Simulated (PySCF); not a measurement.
ZnCl at UHF

Computed with UHF; Zn x2c-SVPall, Cl x2c-SVPall; spin-free X2C with a Gaussian nucleus (PySCF 2.14).

```
state                                            : ²Σ⁺ (doublet), unpaired electrons σ ↑
bond length                                      : 2.185 Å
harmonic wavenumber                              : 390 cm⁻¹
force constant                                   : 2.03 mdyn/Å
rotational constant Be                           : 0.1562 cm⁻¹
anharmonicity ωexe                               : 1.30 cm⁻¹
vibration–rotation constant αe                   : 0.000772 cm⁻¹
well depth De to Zn + Cl                         : 39.8 kcal/mol
dissociation energy D0                           : 39.2 kcal/mol
bond order (Mayer)                               : 0.94
dipole moment (positive dipole means Zn(−)Cl(+)) : -3.62 D
```

Hartree–Fock leaves out correlation, which carries a large part of most bond energies and some tenths to 1 eV of ionisation energies. The state was picked by a PBE0 search and need not be the measured ground state.
